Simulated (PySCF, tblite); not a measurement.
Isomers of C4H4F4, one GFN2-xTB conformer each. Single-point energies are computed at PBE0/pcSseg-1 (PySCF, gas phase, no added dispersion term), electronic only.

| SMILES | GFN2-xTB relative energy (kcal/mol) |
| --- | --- |
| FC/C=C\C(F)(F)F | 0.0 |
| F/C=C(\F)CC(F)F | 4.7 |
| F/C=C(/F)CC(F)F | 2.3 |

Conformers: `[F:1][CH2:2]/[CH:3]=[CH:4]\[C:5]([F:6])([F:7])[F:8]` with F1–C2–C3–C4 176°; `[F:1]/[CH:2]=[C:3](\[F:4])[CH2:5][CH:6]([F:7])[F:8]` with C2–C3–C5–C6 107°, C3–C5–C6–F7 -68°; `[F:1]/[CH:2]=[C:3](/[F:4])[CH2:5][CH:6]([F:7])[F:8]` with C2–C3–C5–C6 -119°, C3–C5–C6–F7 68°.

Question: What does PBE0/pcSseg-1 give for the same structures?

Answer: 
```
         SMILES  PBE0/pcSseg-1 E (Eh)  PBE0/pcSseg-1 (kcal/mol)  GFN2-xTB (kcal/mol)  point group
FC/C=C\C(F)(F)F            -553.57536                       0.0                  0.0      near Cs
F/C=C(/F)CC(F)F            -553.56186                       8.5                  2.3           C1
F/C=C(\F)CC(F)F            -553.56064                       9.2                  4.7           C1
```

Both levels put the same isomer lowest; measured from each level's own lowest isomer, the values differ by up to 6.2 kcal/mol (F/C=C(/F)CC(F)F: 2.3 against 8.5). Neighbours under 2.5 kcal/mol apart (F/C=C(/F)CC(F)F and F/C=C(\F)CC(F)F) can change places with a better method, another conformer or zero-point energy. F/C=C(/F)CC(F)F and F/C=C(\F)CC(F)F are stereoisomers, 0.7 kcal/mol apart in the conformers taken.

Question: Which frontier levels, dipoles and rotational constants go with these structures?

Answer: 
```json
{"SMILES": "FC/C=C\\C(F)(F)F", "HOMO (eV, PBE0/pcSseg-1)": "-8.55", "LUMO (eV)": "-1.17", "dipole (D)": "1.34", "A, B, C (MHz)": "4520, 1081, 1035"}
{"SMILES": "F/C=C(/F)CC(F)F", "HOMO (eV, PBE0/pcSseg-1)": "-7.60", "LUMO (eV)": "0.08", "dipole (D)": "1.82", "A, B, C (MHz)": "3050, 1203, 1024"}
{"SMILES": "F/C=C(\\F)CC(F)F", "HOMO (eV, PBE0/pcSseg-1)": "-7.63", "LUMO (eV)": "0.13", "dipole (D)": "1.57", "A, B, C (MHz)": "4243, 1013, 917.3"}
```

Question: What happens when harmonic zero-point energies from GFN2-xTB frequencies are added?

Answer: 
| SMILES | ZPE (kcal/mol) | electronic (kcal/mol) | with ZPE (kcal/mol) |
| --- | --- | --- | --- |
| FC/C=C\C(F)(F)F | 46.7 | 0.0 | 0.0 |
| F/C=C(/F)CC(F)F | 47.1 | 8.5 | 8.9 |
| F/C=C(\F)CC(F)F | 47.1 | 9.2 | 9.6 |

The zero-point energies span 0.4 kcal/mol. The order is unchanged.
